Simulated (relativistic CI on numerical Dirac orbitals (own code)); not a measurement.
## Os XLV: q coefficients and field-shift factors

Calculated at this level of theory: Dirac-Coulomb-Breit CI, KLI orbitals optimised for each configuration, derivatives by finite differences, unscaled Slater integrals, QED left out (own radial code, finite nucleus).

CI space (outside the closed core [Ar] 3d10): 4s2.4p2, 4s.4p3, 4s2.4p.4d, 4p4, 4s2.4d2, 4s.4p2.4d, 4s2.4p.4f, 4s.4p2.4f. Levels of other configurations are missing.

With x = (α/α₀)² − 1 an excitation energy changes as ω = ω₀ + qx; K = 2q/ω₀ is the relative enhancement. Terms are leading LS components, so labels can repeat. The field-shift factor is F = δν/δ⟨r²⟩ for the transition from the lowest level.

Lowest level 4s2.4p2 3P_0.

| Level | ω₀ (cm⁻¹) | q (cm⁻¹) | K | F (GHz/fm²) |
| --- | --- | --- | --- | --- |
| 4s2.4p2 3P_1 | 852953 | 1.101e+06 | 2.58 | -180 |
| 4s2.4p2 1D_2 | 890056 | 1.101e+06 | 2.47 | -180 |
| 4s.4p3 3P°_2 | 1691531 | 1.26e+06 | 1.49 | -2640 |
| 4s2.4p2 3P_2 | 1771164 | 2.205e+06 | 2.49 | -375 |
| 4s.4p3 3D°_1 | 1827847 | 1.259e+06 | 1.38 | -2550 |
| 4s2.4p2 1S_0 | 1851774 | 2.206e+06 | 2.38 | -376 |
| 4s2.4p.4d 3F°_2 | 2161332 | 1.163e+06 | 1.08 | -192 |
| 4s2.4p.4d 3D°_1 | 2334739 | 1.186e+06 | 1.02 | -342 |
| 4s2.4p.4d 3P°_2 | 2400832 | 1.662e+06 | 1.38 | -1000 |
| 4s2.4p.4d 3F°_3 | 2422912 | 1.481e+06 | 1.22 | -475 |
| 4s.4p3 3D°_2 | 2558762 | 2.039e+06 | 1.59 | -2030 |
| 4s.4p3 3D°_3 | 2612938 | 2.235e+06 | 1.71 | -2460 |
| 4s.4p3 3P°_0 | 2652617 | 2.34e+06 | 1.76 | -2750 |

At this charge energies of transitions that change n are usually good to better than 1 %, and those within a shell (Δn = 0) to a few per cent.
